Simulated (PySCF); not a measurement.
## Simulated absorption spectrum

Species: pentafluoropropionyl chloride, C3ClF5O.
SMILES: `O=C(Cl)C(F)(F)C(F)(F)F`

The calculation used TDDFT B3LYP/def2-SVPD, vertical, gas phase, core orbitals frozen in the response in PySCF. Geometry: GFN2-xTB, one conformer, isolated molecule. Torsions of this conformer, `[O:1]=[C:2]([Cl:3])[C:4]([F:5])([F:6])[C:7]([F:8])([F:9])[F:10]`: O1–C2–C4–F5 -32°, C2–C4–C7–F8 -58°.

Broadening: Gaussians 0.4 eV wide at half height, area fixed by f = 4.319×10⁻⁹ ∫ε dν̃. The width is an assumption, not a result. The curve ends short of the highest state used, and states not computed would add to its high-energy end.

(E (eV), ε (L mol⁻¹ cm⁻¹)): (4.15, 0), (4.26, 1), (4.37, 6), (4.48, 20), (4.59, 46), (4.70, 68), (4.81, 67), (4.92, 44), (5.03, 19), (5.13, 6), (5.24, 2), (5.35, 4), (5.46, 13), (5.57, 33), (5.68, 55), (5.79, 61), (5.90, 47), (6.01, 51), (6.12, 180), (6.23, 650), (6.34, 1592), (6.45, 2567), (6.56, 2722), (6.66, 1995), (6.77, 950), (6.88, 298), (6.99, 67), (7.10, 51), (7.21, 199), (7.32, 600), (7.43, 1194), (7.54, 1567), (7.65, 1394), (7.76, 1059), (7.87, 1433), (7.98, 3039)

Problem. Where are the band maxima, and which computed states make them?

Solution. 261 nm (4.75 eV), ε about 71, made up of S1 (100%); 215 nm (5.76 eV), ε about 61, made up of S2 (100%); 190 nm (6.52 eV), ε about 2800, made up of S3 (100%); 164 nm (7.56 eV), ε about 1600, made up of S4 (99%) (ε in L mol⁻¹ cm⁻¹; maxima over ε = 5, shares over 10%). At its high-energy end, 7.98 eV, the curve is still rising (ε about 3000, from S5). The states used: S1 4.75 eV (f 0.0011); S2 5.76 eV (f 0.0009); S3 6.52 eV (f 0.041); S4 7.56 eV (f 0.023); S5 8.16 eV (f 0.076); S6 8.41 eV (f 0.0024); S7 8.48 eV (f 0.154); S8 8.58 eV (f 0.0030).

Problem. Coming from long wavelengths, where does ε first pass 100 L mol⁻¹ cm⁻¹?

Solution. At about 204 nm (6.07 eV), 1.32 eV above S1.

Problem. On this curve, what absorbance would a 10⁻⁴ mol/L sample give at 254 nm over a 1 cm path?

Solution. 254 nm is 4.881 eV, where ε is about 53 L mol⁻¹ cm⁻¹, so A = ε c l ≈ 0.0053 (Beer–Lambert, with the gas-phase spectrum and the assumed width).

Problem. What would ε be at 6.52 eV, the highest of these maxima, with half the width (0.2 eV)?

Solution. About 5590 L mol⁻¹ cm⁻¹ against 2800, a factor of about 2.00; a lone state at its own centre would give exactly 2.
